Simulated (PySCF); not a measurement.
Compound: BF4 (charge -1).
Cartesian coordinates in Å at the PBE0-D3(BJ)/def2-SVP level; atoms count from 1:
```xyz
5
BF4 angstrom
F      0.8922    0.5186   -0.9760
B      0.0184   -0.0211   -0.0193
F     -0.8330   -0.9526   -0.6343
F      0.7626   -0.6586    0.9850
F     -0.7480    1.0089    0.5481
```

The closed-shell ground state was solved at several levels (PySCF, density fitting, gas phase, non-relativistic). Where the HOMO energy is positive, the finite basis confines the outermost electrons. No diffuse functions stand in STO-3G, def2-TZVP and pcSseg-2, which bears on an anion's orbital energies.

```tsv
level	basis functions	HOMO (eV)	LUMO (eV)	gap (eV)
PBE0/def2-TZVP	155	-4.59	6.85	11.44
KT2/pcSseg-2	180	-2.75	6.24	8.99
B3LYP/pcSseg-2	180	-4.41	6.72	11.13
B97-2/pcSseg-2	180	-4.34	7.24	11.58
PBE0/STO-3G	25	3.65	22.58	18.93
```

Problem. Estimate the row for PBE/pcSseg-2, a basis of 180 functions; the other rows only guide the guess.

Solution. HOMO -2.56 eV, LUMO 6.34 eV, gap 8.90 eV.

Problem. Over all these levels, which gives the widest orbital gap and which the narrowest?

Solution. PBE0/STO-3G (global hybrid, 25 % exact exchange) has the widest, 18.93 eV, and PBE/pcSseg-2 (GGA) the narrowest, 8.90 eV. Functional and basis both differ between the two, so the spread mixes both effects.

Problem. In the pcSseg-2 basis, how does the gap go with the fixed share of exact exchange?

Solution. PBE (0 %) 8.90 eV; KT2 (0 %) 8.99 eV; B3LYP (20 %) 11.13 eV; B97-2 (21 %) 11.58 eV. Each rise in the share widens the gap here.
